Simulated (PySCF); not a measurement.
PySCF input for Sb(OMe)(SiH3)2 (CH9OSbSi2), SMILES C[O][Sb]([SiH3])[SiH3], PBE-D3(BJ)/def2-SVP. Geometry optimised at PBE-D3(BJ)/def2-SVP. The def2 effective core potentials stand for the cores of Sb; spin–orbit coupling is left out. The values are those of a single conformer.

```python
import numpy as np
from pyscf import gto, scf, dft, df
from pyscf.hessian import thermo

mol = gto.M(
    atom='''
    Sb    0.06132749   -0.07327655    0.73415704
    O    -0.23216915   -1.71171376   -0.47467947
    C    -1.56250304   -2.10214248   -0.71589378
    H    -2.15543193   -1.33657109   -1.27945924
    H    -1.53809780   -3.02246905   -1.34025322
    H    -2.13928655   -2.34609802    0.21149289
    Si    2.12485243    0.48172344   -0.75257139
    H     3.11043723   -0.64753017   -0.63147801
    H     2.77860075    1.75325033   -0.27572711
    H     1.71946064    0.64080242   -2.19197267
    Si   -1.33102647    1.60021342   -0.73347308
    H    -2.79196246    1.57832234   -0.36689523
    H    -1.18808029    1.28814136   -2.19904858
    H    -0.80453374    2.98870445   -0.47124657
    ''',
    basis='def2-SVP',
    ecp={'Sb': 'def2-svp'},
    charge=0,
    spin=0,
    max_memory=1600,
    verbose=3,
)
mf = dft.RKS(mol, xc='pbe').density_fit(auxbasis='def2-universal-jkfit')
mf.disp = 'd3bj'
mf.grids.level = 3
mf.conv_tol = 1e-11
mf.max_cycle = 100
mf.kernel()

# [left out here: the lines that compute and print the analytic Hessian (its translational invariance restored by hand, since the grid's response is missing), thermochemistry and intensities]
```

Program output:

```
converged SCF energy = -937.251111816027

WARN: DFTD3 does not support analytical Hessian, using finite difference


WARN: Mole.unit (angstrom) is changed to Bohr

Mode                                 0                   1                   2
Irrep
Freq [cm^-1]                       45.5884             71.5698             73.9117
Reduced mass [au]                   2.3955              1.4519              2.8890
Force const [Dyne/A]                0.0029              0.0044              0.0093
Char temp [K]                      65.5916            102.9730            106.3425
Normal mode                   x     y     z       x     y     z       x     y     z
       0  Sb                 0.00  0.01  0.01   -0.01  0.00  0.03   -0.01  0.02 -0.01
       1   O                 0.03 -0.03  0.07    0.03  0.02 -0.01    0.05  0.05 -0.06
       2   C                 0.04  0.07 -0.13    0.05  0.01 -0.06    0.07 -0.08  0.02
       3   H                 0.19  0.09 -0.26    0.04  0.03 -0.03   -0.05 -0.12  0.10
       4   H                 0.07  0.04 -0.09    0.08  0.04 -0.12    0.12 -0.05 -0.02
       5   H                -0.13  0.15 -0.21    0.03 -0.06 -0.09    0.17 -0.18  0.05
       6  Si                -0.02 -0.05 -0.04   -0.05 -0.00 -0.04    0.02 -0.09  0.01
       7   H                -0.01 -0.04  0.03   -0.19 -0.15 -0.27   -0.13 -0.23 -0.06
       8   H                -0.01 -0.02 -0.15    0.15 -0.15  0.09    0.20 -0.20  0.07
       9   H                -0.04 -0.17 -0.04   -0.14  0.26  0.02    0.03  0.04  0.02
      10  Si                -0.03 -0.02  0.01    0.03 -0.01 -0.02   -0.04  0.03  0.04
      11   H                -0.05 -0.16 -0.07    0.06  0.26  0.14   -0.05 -0.06  0.01
      12   H                 0.07  0.13 -0.01   -0.17 -0.27  0.01   -0.00  0.11  0.03
      13   H                -0.15 -0.00  0.17    0.26 -0.05 -0.31   -0.12  0.05  0.12
Mode                                 3                   4                   5
Irrep
Freq [cm^-1]                       85.8102            112.4583            123.0139
Reduced mass [au]                   2.3797              1.7397              1.5386
Force const [Dyne/A]                0.0103              0.0130              0.0137
Char temp [K]                     123.4617            161.8025            176.9896
Normal mode                   x     y     z       x     y     z       x     y     z
       0  Sb                -0.02 -0.01  0.00    0.01  0.00  0.02    0.00  0.01 -0.02
       1   O                 0.04 -0.02  0.01   -0.01  0.09 -0.10    0.01 -0.04  0.04
       2   C                 0.06 -0.09  0.00   -0.01  0.04 -0.02    0.01 -0.00 -0.02
       3   H                 0.04 -0.13 -0.02   -0.13  0.10  0.19    0.07 -0.01 -0.10
       4   H                 0.12 -0.10  0.02   -0.01  0.16 -0.20    0.01 -0.04  0.03
       5   H                 0.06 -0.10 -0.00    0.12 -0.18 -0.00   -0.06  0.07 -0.04
       6  Si                -0.05 -0.00 -0.03   -0.00 -0.03 -0.00    0.05 -0.02  0.03
       7   H                 0.10  0.15  0.14    0.13  0.11  0.23    0.10  0.04  0.18
       8   H                -0.21  0.16 -0.24   -0.16  0.14 -0.24   -0.05  0.05 -0.03
       9   H                -0.07 -0.28 -0.06   -0.02 -0.36 -0.03    0.12 -0.16 -0.00
      10  Si                 0.06  0.08  0.01   -0.01 -0.04 -0.02   -0.06  0.01  0.04
      11   H                 0.06  0.17  0.01   -0.00 -0.03  0.02    0.02  0.27  0.36
      12   H                 0.04  0.11  0.01   -0.04 -0.18  0.01   -0.41 -0.20  0.05
      13   H                 0.16  0.03  0.05   -0.02 -0.01 -0.15    0.20 -0.03 -0.26
Mode                                 6                   7                   8
Irrep
Freq [cm^-1]                      183.4896            239.0227            281.0746
Reduced mass [au]                   1.3144              3.1476              8.1421
Force const [Dyne/A]                0.0261              0.1060              0.3790
Char temp [K]                     264.0006            343.9005            404.4038
Normal mode                   x     y     z       x     y     z       x     y     z
       0  Sb                 0.00  0.00 -0.01    0.01  0.02  0.01    0.02 -0.03  0.03
       1   O                -0.02 -0.06  0.09   -0.12  0.03  0.00   -0.01  0.00  0.00
       2   C                -0.01 -0.02 -0.02   -0.05 -0.14 -0.09   -0.01 -0.01 -0.01
       3   H                -0.10  0.20  0.36   -0.09 -0.26 -0.22   -0.01 -0.02 -0.02
       4   H                 0.01  0.27 -0.46    0.13 -0.19 -0.01    0.01 -0.02 -0.00
       5   H                 0.05 -0.49 -0.11   -0.12 -0.14 -0.14   -0.01 -0.01 -0.01
       6  Si                 0.01  0.01 -0.00    0.02  0.01 -0.01    0.02  0.00 -0.01
       7   H                 0.01  0.00 -0.02    0.05  0.03 -0.02    0.04  0.02 -0.05
       8   H                 0.01 -0.01  0.05   -0.02  0.02  0.03    0.01  0.01 -0.01
       9   H                 0.05  0.06 -0.01    0.04  0.03 -0.01   -0.01  0.01  0.00
[...]
       6  Si                -0.00 -0.00  0.00    0.00  0.00 -0.00   -0.00 -0.00  0.00
       7   H                 0.00 -0.00  0.00    0.00  0.00  0.00    0.00  0.00 -0.00
       8   H                -0.00 -0.00  0.00   -0.00  0.00  0.00    0.00 -0.00 -0.00
       9   H                -0.00  0.00  0.00   -0.00 -0.00 -0.00    0.00  0.00  0.00
      10  Si                 0.00 -0.00  0.00   -0.00  0.00 -0.00    0.00  0.00  0.00
      11   H                -0.00 -0.00  0.00   -0.00 -0.00  0.00   -0.00  0.00 -0.01
      12   H                 0.00 -0.00  0.00    0.00 -0.00  0.00   -0.01  0.00  0.00
      13   H                -0.00 -0.00 -0.00    0.00 -0.00  0.00   -0.00  0.00 -0.01
Mode                                27                  28                  29
Irrep
Freq [cm^-1]                     2135.7152           2143.3719           2156.2902
Reduced mass [au]                   1.0201              1.0216              1.0500
Force const [Dyne/A]                2.7414              2.7653              2.8764
Char temp [K]                    3072.8187           3083.8350           3102.4215
Normal mode                   x     y     z       x     y     z       x     y     z
       0  Sb                -0.00  0.00 -0.00    0.00  0.00 -0.00    0.00  0.00  0.00
       1   O                -0.00 -0.00 -0.00   -0.00 -0.00 -0.00   -0.00 -0.00 -0.00
       2   C                 0.00  0.00 -0.00    0.00  0.00  0.00    0.00  0.00  0.00
       3   H                 0.00 -0.00  0.00    0.00 -0.00  0.00    0.00 -0.00  0.00
       4   H                -0.00  0.00  0.00   -0.00  0.00  0.00   -0.00  0.00 -0.00
       5   H                -0.00  0.00 -0.00   -0.00  0.00 -0.00   -0.00  0.00 -0.00
       6  Si                 0.00  0.00 -0.00   -0.02 -0.01  0.00    0.00 -0.00 -0.00
       7   H                -0.04  0.05 -0.01    0.23 -0.29  0.04   -0.04  0.05 -0.01
       8   H                -0.07 -0.15 -0.06    0.33  0.66  0.25   -0.00 -0.01 -0.00
       9   H                 0.03 -0.01  0.09   -0.13  0.04 -0.41    0.02 -0.01  0.06
      10  Si                 0.01 -0.02  0.01    0.00 -0.00  0.00    0.03  0.02  0.01
      11   H                -0.46 -0.02  0.12   -0.15 -0.00  0.04   -0.69 -0.01  0.18
      12   H                 0.05 -0.11 -0.44    0.01 -0.02 -0.10    0.03 -0.04 -0.21
      13   H                 0.26  0.65  0.13    0.04  0.11  0.02   -0.21 -0.57 -0.11
Mode                                30                  31                  32
Irrep
Freq [cm^-1]                     2162.9010           2167.3416           2175.0471
Reduced mass [au]                   1.0510              1.0491              1.0523
Force const [Dyne/A]                2.8968              2.9035              2.9331
Char temp [K]                    3111.9330           3118.3221           3129.4085
Normal mode                   x     y     z       x     y     z       x     y     z
       0  Sb                -0.00 -0.00  0.00   -0.00  0.00  0.00    0.00 -0.00  0.00
       1   O                -0.00  0.00 -0.00    0.00 -0.00 -0.00   -0.00  0.00 -0.00
       2   C                 0.00 -0.00  0.00    0.00 -0.00 -0.00    0.00  0.00 -0.00
       3   H                -0.00 -0.00  0.00   -0.00 -0.00  0.00   -0.00 -0.00  0.00
       4   H                 0.00  0.00 -0.00   -0.00 -0.00 -0.00    0.00  0.00  0.00
       5   H                -0.00  0.00 -0.00   -0.00  0.00  0.00   -0.00  0.00 -0.00
       6  Si                -0.01 -0.01 -0.02    0.00  0.03  0.02    0.02 -0.02  0.02
       7   H                -0.11  0.12 -0.02    0.33 -0.37  0.05   -0.48  0.56 -0.05
       8   H                 0.14  0.26  0.09   -0.21 -0.40 -0.15    0.01 -0.00  0.01
       9   H                 0.11 -0.05  0.39   -0.13  0.06 -0.44   -0.17  0.06 -0.59
      10  Si                -0.01  0.01  0.03   -0.01  0.01  0.02   -0.00  0.00  0.01
      11   H                 0.39  0.01 -0.09    0.20  0.01 -0.05    0.07  0.00 -0.02
      12   H                 0.06 -0.15 -0.67    0.04 -0.09 -0.43    0.01 -0.03 -0.14
      13   H                -0.06 -0.15 -0.02   -0.06 -0.15 -0.02   -0.01 -0.02 -0.00
Mode                                33                  34                  35
Irrep
Freq [cm^-1]                     2863.1144           2917.5192           3002.1133
Reduced mass [au]                   1.0377              1.1029              1.0974
Force const [Dyne/A]                5.0117              5.5310              5.8271
Char temp [K]                    4119.3841           4197.6605           4319.3726
Normal mode                   x     y     z       x     y     z       x     y     z
       0  Sb                -0.00 -0.00 -0.00   -0.00 -0.00 -0.00    0.00  0.00  0.00
       1   O                 0.00  0.00  0.00   -0.00  0.00 -0.00   -0.00 -0.00 -0.00
       2   C                 0.05 -0.02  0.00   -0.01 -0.05  0.07    0.02 -0.07 -0.05
       3   H                -0.38  0.52 -0.39   -0.30  0.41 -0.28   -0.08  0.10 -0.10
       4   H                 0.01 -0.23 -0.15   -0.00  0.04  0.06   -0.04  0.76  0.51
       5   H                -0.28 -0.13  0.48    0.37  0.15 -0.63   -0.09 -0.06  0.17
       6  Si                -0.00 -0.00  0.00   -0.00  0.00 -0.00    0.00  0.00 -0.00
       7   H                -0.00 -0.00 -0.00   -0.00  0.00  0.00   -0.00  0.00  0.00
       8   H                 0.00  0.00 -0.00   -0.00 -0.00 -0.00   -0.00 -0.00  0.00
       9   H                 0.00 -0.00 -0.00    0.00  0.00 -0.00   -0.00 -0.00  0.00
      10  Si                 0.00  0.00  0.00    0.00  0.00  0.00    0.00  0.00 -0.00
      11   H                -0.00 -0.00 -0.00   -0.00 -0.00 -0.00   -0.00 -0.00  0.00
      12   H                -0.00 -0.00 -0.00   -0.00 -0.00 -0.00   -0.00 -0.00  0.00
      13   H                -0.00  0.00 -0.00   -0.00  0.00 -0.00   -0.00 -0.00 -0.00
temperature 298.1500 [K]
pressure 101325.00 [Pa]
Rotational constants [GHz] 1.57969 1.35250 1.08361
Symmetry number 1
Zero-point energy (ZPE) 0.08750 [Eh]   229727.287 [J/mol]
                           tot       elec      trans        rot        vib
Entropy [J/mol/K]       445.287      0.000    175.727    122.672    146.888
Cv [J/mol/K]            149.359      0.000     12.472     12.472    124.415
Cp [J/mol/K]            157.673      0.000     20.786     12.472    124.415
Internal energy [J/mol]                      3718.434   3718.434 251339.285
Internal energy [Eh]   -937.15255  -937.25111
Enthalpy [J/mol]                             6197.391   3718.434 251339.285
Enthalpy [Eh]          -937.15160
Gibbs free energy [J/mol]                  -46195.748 -32856.293 207544.773
Gibbs free energy [Eh] -937.20217
mode   freq/cm-1   IR/(km/mol)
   1       45.59         1.779
   2       71.57         0.195
   3       73.91         0.302
   4       85.81         0.558
   5      112.46         1.613
   6      123.01         1.317
   7      183.49         3.149
   8      239.02         2.115
   9      281.07         1.791
  10      295.43         0.608
  11      438.24         0.912
  12      450.17         9.772
  13      479.59        12.461
  14      493.34        31.181
  15      505.84         0.726
  16      795.11       351.298
  17      830.63       225.649
  18      892.03        38.217
  19      897.31        24.528
  20      900.07         6.215
  21      904.21        45.092
  22     1077.62       166.082
  23     1127.41         0.679
  24     1141.59         3.827
  25     1403.39         4.750
  26     1407.09         9.703
  27     1428.99        34.154
  28     2135.72        65.139
  29     2143.37        67.257
  30     2156.29        79.270
  31     2162.90        18.450
  32     2167.34       114.181
  33     2175.05        65.977
  34     2863.11        96.706
  35     2917.52        70.729
  36     3002.11        28.283
max |gradient| / (hartree/bohr): 0.00010866341410010246
APT charges: [ 0.4205 -0.6995  0.5109 -0.0626 -0.0488 -0.0737  0.6748 -0.2146 -0.2289
 -0.2247  0.6019 -0.2247 -0.2213 -0.2094]
```

The calculation finished and met its thresholds.

Cost: about 4 core-minutes (a rough figure).
